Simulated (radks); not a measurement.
The numbers below are computed, except where a source is named.
Problem. The mean radii <r> (bohr) of the occupied orbitals of an atom or ion are listed with their occupations. Level of theory: non-relativistic Kohn-Sham, LDA (Slater exchange, Perdew-Wang correlation), spin-unpolarised, spherical densities, point nucleus (a radial shooting solver on a logarithmic mesh with Libxc functionals).

| orbital | occ. | <r> |
|---|---|---|
| 1s | 2 | 0.06718 |
| 2s | 2 | 0.3118 |
| 2p | 6 | 0.2755 |
| 3s | 2 | 0.9305 |
| 3p | 6 | 0.9710 |
| 3d | 1 | 1.073 |

Name the element and its charge.

Solution. Z = 23, vanadium, charge +4: V4+ in [Ar] 3d1. The 1s radius gives Z: for a bare nucleus <r> = 1.5/Z, 0.06522 bohr for Z = 23, and screening makes it slightly larger (0.06718 here). The occupations add up to 19, and the charge is Z minus that.
